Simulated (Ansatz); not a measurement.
Reaction (redistribution): `B[CH2][Ga]([CH3])[F]` + `CBCF` → `[CH3][Ga]([F])[F]` + `BCCBC`

Gas-phase electronic energies from Ansatz, PBE0-D4/def2-TZVP geometries. CCSD(T)/CBS adds triple-zeta CCSD(T) − MP2 to the extrapolated MP2 energy (def2 sets, frozen cores). DFT in def2-TZVPP. For Ga outer-core shells are correlated without core-valence functions, which leaves a few kJ/mol of doubt a bond. Scalar relativity is left out up to krypton. One conformer a species, not always the lowest.

Question: Is it downhill or uphill in electronic energy at CCSD(T)/CBS, and by how much? (Best estimate.)

Answer: Ansatz gave: Downhill: ΔE = -103.6 kJ/mol.

Question: What do these levels give: PBE-D4, PBE0-D4, ωB97X-V, ωB97M-V, PBE, PBE0, MP2/def2-TZVPP, SCS-MP2/def2-TZVPP, CCSD(T)/def2-TZVPP, HF/def2-QZVPP, MP2/def2-QZVPP, CCSD/CBS(def2)? (Best estimate.)

Answer: The calculation gave: PBE-D4 -92.6, PBE0-D4 -96.6, ωB97X-V -102.9, ωB97M-V -100.0, PBE -91.7, PBE0 -95.9, MP2/def2-TZVPP -113.7, SCS-MP2/def2-TZVPP -111.6, CCSD(T)/def2-TZVPP -105.2, HF/def2-QZVPP -110.8, MP2/def2-QZVPP -113.7, CCSD/CBS(def2) -104.2 kJ/mol.

Largest T1 diagnostic among the species: 0.014.

From PBE to PBE0 (25 % exact exchange), in def2-TZVPP and without D4, ΔE moves by −4.2 kJ/mol.
